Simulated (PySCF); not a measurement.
A geometry optimisation, step by step.

Species: C₆H₄OSe.
Atom-mapped SMILES: `[CH:1]#[C:2][c:3]1[cH:4][c:5]([OH:6])[cH:7][se:8]1` (hydrogens: H9 on C1; H10 on C4; H11 on O6; H12 on C7)

Computed by this run: PBE0-D3(BJ)/def2-SVP geometry optimisation, gas phase in PySCF; density fitting, grid level 1; the optimiser is geomeTRIC in internal coordinates, started from a GFN2-xTB structure. The frame can shift and turn from step to step; on so coarse a grid that alone can change the energy by a few meV, and forces under 0.02 eV/Å are noise.

Step 0: E = -73649.9533 eV, largest atomic force 1.099 eV/Å
```
atom  x, y, z in Å  |  force x, y, z in eV/Å
C1      3.298   -0.990    0.172    0.237  -0.053  -0.017
C2      2.127   -0.719    0.183   -0.732   0.096   0.093
C3      0.762   -0.416    0.219   -0.242  -0.169   0.231
C4      0.108    0.503   -0.551   -0.320   0.022   0.053
C5     -1.284    0.607   -0.296   -0.576   0.355  -0.201
O6     -2.037    1.490   -0.999    0.292  -0.114   0.026
C7     -1.752   -0.227    0.677    0.277  -0.244   0.173
Se8    -0.413   -1.284    1.408    0.079   0.184  -0.200
H9      4.322   -1.216    0.147    1.071  -0.246  -0.013
H10     0.596    1.106   -1.296    0.300   0.294  -0.369
H11    -2.955    1.447   -0.707    0.106  -0.062   0.031
H12    -2.771   -0.300    1.017   -0.494  -0.063   0.192
```

Step 1: E = -73649.9984 eV, largest atomic force 0.185 eV/Å
```
atom  x, y, z in Å  |  force x, y, z in eV/Å
C1      3.293   -0.956    0.279    0.179  -0.043   0.022
C2      2.109   -0.686    0.288   -0.088   0.043  -0.030
C3      0.730   -0.388    0.295   -0.005   0.038   0.007
C4      0.048    0.478   -0.525    0.066   0.020  -0.036
C5     -1.357    0.548   -0.288    0.128  -0.059  -0.095
O6     -2.098    1.355   -1.072   -0.092   0.037   0.046
C7     -1.810   -0.257    0.727   -0.074   0.044   0.037
Se8    -0.430   -1.211    1.514   -0.021  -0.077   0.044
H9      4.343   -1.192    0.269   -0.097   0.025   0.003
H10     0.537    1.068   -1.302   -0.034  -0.035   0.015
H11    -3.023    1.289   -0.812   -0.012   0.019  -0.007
H12    -2.840   -0.354    1.074    0.052  -0.013  -0.006
```

Step 2: E = -73649.9998 eV, largest atomic force 0.101 eV/Å
```
atom  x, y, z in Å  |  force x, y, z in eV/Å
C1      3.297   -0.945    0.290   -0.005   0.000   0.022
C2      2.111   -0.683    0.284    0.000  -0.004  -0.040
C3      0.730   -0.396    0.282    0.004  -0.013  -0.019
C4      0.048    0.463   -0.545   -0.030   0.069  -0.020
C5     -1.356    0.543   -0.300   -0.016  -0.068   0.073
O6     -2.115    1.363   -1.057    0.068   0.014  -0.033
C7     -1.802   -0.257    0.722   -0.055  -0.016   0.015
Se8    -0.429   -1.229    1.498    0.011   0.042  -0.009
H9      4.347   -1.173    0.294    0.004   0.004   0.000
H10     0.535    1.048   -1.326    0.006  -0.003  -0.001
H11    -3.033    1.304   -0.774    0.020  -0.013   0.011
H12    -2.828   -0.346    1.080   -0.006  -0.011  -0.001
```

Step 3: E = -73650.0006 eV, largest atomic force 0.079 eV/Å
```
atom  x, y, z in Å  |  force x, y, z in eV/Å
C1      3.298   -0.940    0.289   -0.046   0.009   0.018
C2      2.111   -0.680    0.278    0.023  -0.011  -0.024
C3      0.729   -0.395    0.277    0.014  -0.013   0.003
C4      0.045    0.464   -0.548   -0.025  -0.034   0.067
C5     -1.358    0.536   -0.296   -0.012   0.038  -0.014
O6     -2.107    1.361   -1.055   -0.030  -0.005  -0.008
C7     -1.806   -0.263    0.727    0.032   0.017  -0.038
Se8    -0.425   -1.227    1.499    0.027   0.002   0.003
H9      4.347   -1.166    0.297    0.026  -0.002  -0.003
H10     0.527    1.050   -1.330   -0.003   0.004  -0.004
H11    -3.026    1.309   -0.774   -0.002   0.000   0.001
H12    -2.831   -0.356    1.085   -0.006  -0.004  -0.002
```

Step 4: E = -73650.0008 eV, largest atomic force 0.035 eV/Å
```
atom  x, y, z in Å  |  force x, y, z in eV/Å
C1      3.300   -0.941    0.287   -0.002  -0.001   0.014
C2      2.114   -0.679    0.276   -0.001   0.017  -0.025
C3      0.733   -0.391    0.277   -0.025   0.005   0.025
C4      0.043    0.469   -0.543    0.024   0.005  -0.024
C5     -1.360    0.538   -0.295    0.005  -0.001   0.005
O6     -2.114    1.358   -1.056    0.000  -0.006  -0.002
C7     -1.805   -0.264    0.726    0.017   0.001   0.008
Se8    -0.419   -1.221    1.502   -0.014  -0.022   0.004
H9      4.350   -1.168    0.296    0.001   0.003  -0.004
H10     0.524    1.056   -1.327   -0.001   0.003  -0.006
H11    -3.033    1.300   -0.775   -0.004   0.001   0.002
H12    -2.830   -0.363    1.082    0.000  -0.003   0.003
```

Step 5: E = -73650.0010 eV, largest atomic force under 0.02 eV/Å
```
atom  x, y, z in Å  |  force x, y, z in eV/Å
C1      3.300   -0.935    0.286    0.011  -0.003   0.011
C2      2.114   -0.675    0.274   -0.001   0.005  -0.011
C3      0.732   -0.391    0.277    0.004   0.004   0.001
C4      0.043    0.468   -0.544    0.005  -0.001  -0.005
C5     -1.360    0.537   -0.295    0.000  -0.006   0.002
O6     -2.116    1.355   -1.056    0.003  -0.004   0.004
C7     -1.803   -0.266    0.727   -0.013  -0.002   0.006
Se8    -0.418   -1.225    1.501   -0.002   0.004  -0.008
H9      4.351   -1.160    0.294   -0.004   0.004  -0.004
H10     0.523    1.055   -1.328    0.000   0.000   0.002
H11    -3.034    1.296   -0.773   -0.002   0.000   0.001
H12    -2.828   -0.366    1.084    0.000  -0.002   0.000
```

**Question.** Summarise the path.

**Answer.** The energy falls by 4.60 kJ/mol from step 0 to step 5; nine tenths of that is first reached at step 1. It falls at every step. The largest force goes from 1.099 to under 0.02 eV/Å. Among the bonds C1–H9 changes most, from 1.049 to 1.074 Å; the atoms move by 0.029 Å rms after alignment.

**Question.** Follow the three bonds and two angles with the largest change from start to end.

**Answer.** 
```csv
step,E above end (kJ/mol),largest force (eV/Å),C1–H9 (Å),C4–H10 (Å),C7–H12 (Å),C2–C3–C4 (°),O6–C5–C7 (°)
0,4.60,1.099,1.049,1.076,1.076,126.7,125.2
1,0.24,0.185,1.077,1.092,1.091,128.0,126.9
2,0.11,0.101,1.074,1.090,1.090,127.9,126.1
3,0.04,0.079,1.074,1.090,1.090,127.9,126.4
4,0.01,0.035,1.074,1.090,1.090,128.2,126.4
5,0.00,under 0.02,1.074,1.090,1.090,128.0,126.4
```

What follows is the cost of the whole optimisation. The run took 49 s of wall time on one thread of an Arm Neoverse V2, shared host, and the process peaked at 0.63 GiB of memory.
